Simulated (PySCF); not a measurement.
## Two-dimensional NMR puzzle

Compound of formula C7H7F. Correlations simulated from computed shifts and the bond graph:

HSQC (one-bond C–H):
```csv
δH,δC
7.50,136.5
7.47,132.9
7.30,129.0
7.30,120.8
2.47,18.5
```

COSY cross peaks (H two or three bonds apart, from the bond graph; peaks can be absent where the dihedral angle is near 90°):
```csv
δH,δH
7.50,7.30
7.47,7.30
7.47,7.30
```

HMBC (two and three bonds, from the bond graph):
```csv
δH,δC
7.50,"171.6, 132.9, 131.4, 129.0, 18.5"
7.47,"171.6, 136.5, 129.0, 120.8"
7.30,"136.5, 132.9, 131.4, 120.8"
7.30,"171.6, 132.9, 131.4, 129.0"
2.47,"171.6, 136.5, 131.4"
```

Carbons without hydrogens: δ 171.6, 131.4.

Level of theory: PBE0/pcSseg-1 with gauge-including orbitals, GFN2-xTB geometry, in PySCF 2.14.0 with density-fitted response routines (relativity neglected, rapidly exchanging positions averaged, a single conformation, gas phase).

Shifts are taken against calculated references (same method and geometry level): TMS for 1H (σref 31.72) and 13C (σref 186.93).

Exchangeable hydrogens are left out of these lists.

**Question.** Work out the connectivity.

**Answer.** `InChI=1S/C7H7F/c1-6-4-2-3-5-7(6)8/h2-5H,1H3`.

Mapped SMILES: `[CH3:1][c:2]1[cH:3][cH:4][cH:5][cH:6][c:7]1[F:8]`. Hydrogens are named by the atom that carries them.

1. δC 171.6 is C7, an aromatic carbon bearing fluorine.
2. δC 136.5 is C3, an aromatic CH (δH 7.50).
3. δC 132.9 is C5, an aromatic CH (δH 7.47).
4. δC 131.4 is C2, a substituted aromatic carbon.
5. δC 129.0 is C4, an aromatic CH (δH 7.30).
6. δC 120.8 is C6, an aromatic CH (δH 7.30).
7. δC 18.5 is C1, a methyl carbon on an aromatic ring (δH 2.47).
8. HMBC from δH 7.50 reaches the proton-free carbons C7, C2.
9. HMBC from δH 7.47 reaches the proton-free carbon C7.
10. HMBC from δH 7.30 reaches the proton-free carbon C2.
11. HMBC from δH 7.30 reaches the proton-free carbons C7, C2.
12. COSY links 7.50–7.30, 7.47–7.30, 7.47–7.30.

The shifts were computed for this structure.

Shifts are as computed. Against solution values, carbons near 30 ppm lie about +3 ppm off and those near 130 ppm about +5 ppm. Of 1211 compounds with measured shifts, 218 miss one by over three times the rms of a fit or turn the order of signals round; such compounds aren't used in these exercises.
